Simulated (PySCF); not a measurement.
CH4FNOSi2, SMILES F[Si@H]1N=CO[SiH2]1. The structure is a stationary point at PBE-D3(BJ)/def2-SVP. The structure was generated by enumeration; whether it is a known compound was not checked.

The numbers are results of PBE-D3(BJ)/def2-SVP (PySCF), not measurements.

Harmonic wavenumbers (cm⁻¹): 111, 155, 246, 339, 379, 419, 473, 622, 668, 680, 692, 707, 804, 836, 884, 904, 964, 1137, 1330, 1622, 2178, 2194, 2207, 3036. Rotational constants (GHz): 3.708, 2.071, 1.509; symmetry number 1.

Work out the zero-point energy and the ideal-gas rigid-rotor harmonic-oscillator thermochemistry at 298.15 K and 1 atm.

ZPE = ½ Σ hcν = ½ × 23587 cm⁻¹ = 141.08 kJ/mol. H − E(el) = 161.59 kJ/mol. Entropy in J/(mol K): translation 168.58, rotation 115.98, vibration 58.89, total 343.44. G − E(el) = 59.20 kJ/mol. Cp = 112.70 J/(mol K). Modes under 150 cm⁻¹ make the vibrational entropy uncertain.
